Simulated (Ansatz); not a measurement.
Calculated with Ansatz (gas phase, PBE0-D4/def2-TZVP geometries, no zero-point term in ΔE). CCSD(T)/CBS adds triple-zeta CCSD(T) − MP2 to the extrapolated MP2 energy (def2 sets, frozen cores). Functionals use def2-TZVPP. B3LYP here is the variant with VWN-RPA as its local correlation; programs differ in this. def2 core potentials past Kr. For Sb, Sn outer-core shells are correlated without core-valence functions, which leaves a few kJ/mol of doubt a bond. Each species was taken in one conformer, which may not be the lowest.

Reaction (redistribution): `[F][Sn][Cl]` + `N[SiH2][SbH2]` → `[NH2][Sn][F]` + `Cl[SiH2][SbH2]`

`[F][Sn][Cl]`:

Cartesian coordinates in Å:
```
F -0.915 -1.169 0.569
Sn -0.034 0.540 0.787
Cl 0.949 0.629 -1.356
```

`N[SiH2][SbH2]`:

Cartesian coordinates in Å:
```
N 1.029 -1.189 0.411
Si 0.588 0.390 -0.117
Sb -1.740 0.191 -1.203
H 0.448 -1.678 1.074
H 2.001 -1.415 0.548
H 1.592 0.797 -1.136
H 0.575 1.445 0.940
H -2.372 -0.351 0.294
H -2.122 1.811 -0.811
```

`[NH2][Sn][F]`:

Cartesian coordinates in Å:
```
N 0.073 0.512 0.489
Sn 0.412 -0.029 -1.410
F -0.420 -1.772 -1.132
H 0.324 1.393 0.911
H -0.388 -0.103 1.143
```

`Cl[SiH2][SbH2]`:

```xyz
7

Cl    1.019   -1.962    0.238
Si    0.680   -0.126   -0.634
Sb   -1.216    1.194    0.489
H     1.945    0.646   -0.553
H     0.347   -0.365   -2.061
H    -2.196   -0.203    0.494
H    -0.579    0.815    2.027
```

```json
{"level": "BLYP-D4", "ΔE (kJ/mol)": "39.9", "difference from CCSD(T)/CBS": "4.0"}
{"level": "PBE0-D4", "ΔE (kJ/mol)": "38.7", "difference from CCSD(T)/CBS": "2.8"}
{"level": "B3LYP-D4", "ΔE (kJ/mol)": "41.7", "difference from CCSD(T)/CBS": "5.8"}
{"level": "r2SCAN0-D4", "ΔE (kJ/mol)": "39.0", "difference from CCSD(T)/CBS": "3.1"}
{"level": "BHLYP-D4", "ΔE (kJ/mol)": "44.6", "difference from CCSD(T)/CBS": "8.7"}
{"level": "ωB97X-V", "ΔE (kJ/mol)": "37.5", "difference from CCSD(T)/CBS": "1.6"}
{"level": "ωB97M-V", "ΔE (kJ/mol)": "37.6", "difference from CCSD(T)/CBS": "1.7"}
{"level": "PBE-QIDH", "ΔE (kJ/mol)": "36.6", "difference from CCSD(T)/CBS": "0.7"}
{"level": "PBE", "ΔE (kJ/mol)": "36.4", "difference from CCSD(T)/CBS": "0.5"}
{"level": "BLYP", "ΔE (kJ/mol)": "40.4", "difference from CCSD(T)/CBS": "4.5"}
{"level": "PBE0", "ΔE (kJ/mol)": "38.9", "difference from CCSD(T)/CBS": "3.0"}
{"level": "B3LYP", "ΔE (kJ/mol)": "42.2", "difference from CCSD(T)/CBS": "6.3"}
{"level": "MP2/def2-SVP", "ΔE (kJ/mol)": "34.8", "difference from CCSD(T)/CBS": "-1.1"}
{"level": "SCS-MP2/def2-TZVPP", "ΔE (kJ/mol)": "34.3", "difference from CCSD(T)/CBS": "-1.6"}
{"level": "CCSD(T)/def2-TZVPP", "ΔE (kJ/mol)": "33.5", "difference from CCSD(T)/CBS": "-2.4"}
{"level": "HF/CBS(def2)", "ΔE (kJ/mol)": "50.0", "difference from CCSD(T)/CBS": "14.1"}
{"level": "CCSD(T)/CBS", "ΔE (kJ/mol)": "35.9", "difference from CCSD(T)/CBS": "0"}
```

Largest T1 diagnostic among the species: 0.017.

Leaving LDA and LC-ωPBE aside and taking each functional with its dispersion term where it has one, the values, not all of them listed here, spread over 8.3 kJ/mol, from PBE-D4 to BHLYP-D4. From BLYP to BHLYP (50 % exact exchange), in def2-TZVPP and without D4, ΔE moves by +4.5 kJ/mol. In def2-TZVPP, CCSD(T) changes the Hartree–Fock value by −15.2 kJ/mol (the triples alone add −2.3 kJ/mol) and MP2 by −16.1 kJ/mol.
